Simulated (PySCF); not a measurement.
FH2MoNO2, SMILES [O]=[Mo]([F])([OH])=[NH], multiplicity 1.

Geometry optimised at B3LYP-D3(BJ)/def2-SVP. The spin state was assumed, not searched. The structure was generated by enumeration; whether it is a known compound was not checked. The def2 effective core potentials stand for the cores of Mo; spin–orbit coupling is left out. Other conformers were not sampled.

Two levels are set side by side: TDA-PBE/def2-SVPD (PySCF) and TDA-ωB97X/def2-SVPD (PySCF). Vertical, same geometry. The lowest singlet is HOMO→LUMO 61 %, HOMO→LUMO+1 27 % with PBE and HOMO→LUMO+1 68 %, HOMO→LUMO 21 % with the other functional; states are paired by order. Differences are taken from unrounded values.

```tsv
quantity	TDA-ωB97X	TDA-PBE	TDA-PBE minus TDA-ωB97X
lowest singlet excitation (eV)	4.52	4.44	-0.08
lowest triplet excitation (TDA) (eV)	3.94	3.77	-0.17
```

Rough cost on one machine, each run with all the roots and properties that it gave: TDA-ωB97X against TDA-PBE about 3 times.
